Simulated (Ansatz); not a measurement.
Basis-set series for CH$_{3}$FGaISi (`[F][Ga]1[SiH2][CH]1I`). The species carries charge 0 and has multiplicity 1. I takes the def2 core potential. The geometry is a stationary point of PBE0-D4/def2-TZVP.

```tsv
functional	basis	functions	energy (Eh)	HOMO (eV)	LUMO (eV)
PBE0-D4	def2-TZVPP	244	-2651.36918	-6.50	-2.17
PBE0-D4	def2-QZVPP	445	-2651.43122	-6.51	-2.20
ωB97M-V	def2-TZVPP	244	-2651.67789	-8.45	-0.35
ωB97M-V	def2-QZVPP	445	-2651.73746	-8.47	-0.44
```

Problem. Give the rows for def2-SVP. (Estimate.)

Solution. Computed: 
| functional | basis | functions | energy (Eh) | HOMO (eV) | LUMO (eV) |
| --- | --- | --- | --- | --- | --- |
| PBE0-D4 | def2-SVP | 119 | -2650.84123 | -6.43 | -2.07 |
| ωB97M-V | def2-SVP | 119 | -2651.14613 | -8.37 | -0.20 |

Scalar relativity is left out up to krypton.
